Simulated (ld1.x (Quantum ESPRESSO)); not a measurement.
# Reading a pseudo-wave (He)

Columns: radius, all-electron u(r) and pseudo u(r) of the 1s shell (level -38.64 eV) of helium in the configuration 1s1; PBEsol, scalar-relativistic, RRKJ scheme, ld1.x (Quantum ESPRESSO) 7.5.

```json
{"r (bohr)": "0.030", "all-electron": "0.1549", "pseudo": "0.1263"}
{"r (bohr)": "0.060", "all-electron": "0.2917", "pseudo": "0.2501"}
{"r (bohr)": "0.090", "all-electron": "0.4119", "pseudo": "0.3689"}
{"r (bohr)": "0.120", "all-electron": "0.5171", "pseudo": "0.4805"}
{"r (bohr)": "0.150", "all-electron": "0.6086", "pseudo": "0.5829"}
{"r (bohr)": "0.180", "all-electron": "0.6877", "pseudo": "0.6743"}
{"r (bohr)": "0.210", "all-electron": "0.7555", "pseudo": "0.7536"}
{"r (bohr)": "0.240", "all-electron": "0.8132", "pseudo": "0.8203"}
{"r (bohr)": "0.270", "all-electron": "0.8618", "pseudo": "0.8746"}
{"r (bohr)": "0.300", "all-electron": "0.9021", "pseudo": "0.9173"}
{"r (bohr)": "0.330", "all-electron": "0.9350", "pseudo": "0.9498"}
{"r (bohr)": "0.360", "all-electron": "0.9612", "pseudo": "0.9736"}
{"r (bohr)": "0.390", "all-electron": "0.9814", "pseudo": "0.9905"}
{"r (bohr)": "0.420", "all-electron": "0.9962", "pseudo": "1.0020"}
{"r (bohr)": "0.450", "all-electron": "1.0062", "pseudo": "1.0093"}
{"r (bohr)": "0.480", "all-electron": "1.0119", "pseudo": "1.0132"}
{"r (bohr)": "0.510", "all-electron": "1.0138", "pseudo": "1.0142"}
{"r (bohr)": "0.540", "all-electron": "1.0124", "pseudo": "1.0124"}
{"r (bohr)": "0.570", "all-electron": "1.0079", "pseudo": "1.0079"}
{"r (bohr)": "0.600", "all-electron": "1.0008", "pseudo": "1.0008"}
{"r (bohr)": "0.630", "all-electron": "0.9914", "pseudo": "0.9914"}
{"r (bohr)": "0.660", "all-electron": "0.9799", "pseudo": "0.9799"}
{"r (bohr)": "0.690", "all-electron": "0.9667", "pseudo": "0.9667"}
{"r (bohr)": "0.720", "all-electron": "0.9519", "pseudo": "0.9519"}
{"r (bohr)": "0.750", "all-electron": "0.9358", "pseudo": "0.9358"}
{"r (bohr)": "0.780", "all-electron": "0.9187", "pseudo": "0.9187"}
```

Question: How many radial nodes do the two functions have?

Answer: The all-electron 1s function has n − l − 1 = 0; the pseudo-wave has 0.

Question: At about which radius was the pseudo-wave matched?

Answer: 0.60 bohr. The columns agree to 0.0005 from 0.51 bohr on; several derivatives are matched, so the curves merge somewhat inside the radius.

Question: Where does each function peak?

Answer: Outermost all-electron maximum near 0.51 bohr, pseudo maximum near 0.51 bohr (to the table’s step).

Question: Is the pseudo-wave norm-conserving?

Answer: Yes: the RRKJ scheme keeps the norm inside the radius equal to the all-electron one, which fixes the energy derivative of the logarithmic derivative at the level.
